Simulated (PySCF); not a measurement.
This script is equivalent to a calculation on Xe⁴⁰⁺ (xenon, charge +40).

```python
from pyscf import gto, scf, dft, mp, cc
mol = gto.M(atom="Xe 0 0 0", charge=40, spin=2, symmetry="D2h",
            basis=gto.etbs([(0, 16, 7.3, 2.5), (1, 10, 9.5, 2.5), (2, 4, 38, 2.7), (3, 4, 58, 2.7)]))
mf = scf.UHF(mol)
mf.irrep_nelec = {'Ag': (3, 3), 'B1u': (2, 1), 'B2u': (2, 1), 'B3u': (1, 1)}
mf.kernel()
```

Question: What total energy does it give?

Answer: -5821.34058 hartree (calculated).

Question: Which occupied shell lies highest, and where?

Answer: 3p α, at -2881.9 eV.

Question: What is ⟨S²⟩, and what would a pure spin state give?

Answer: 2.001, against 2.00.

A non-relativistic calculation at this Z misses sizeable relativistic shifts. Spin-orbit coupling is strong in this species (close to jj coupling), so the high-spin LS determinant is a model state, not a physical level.
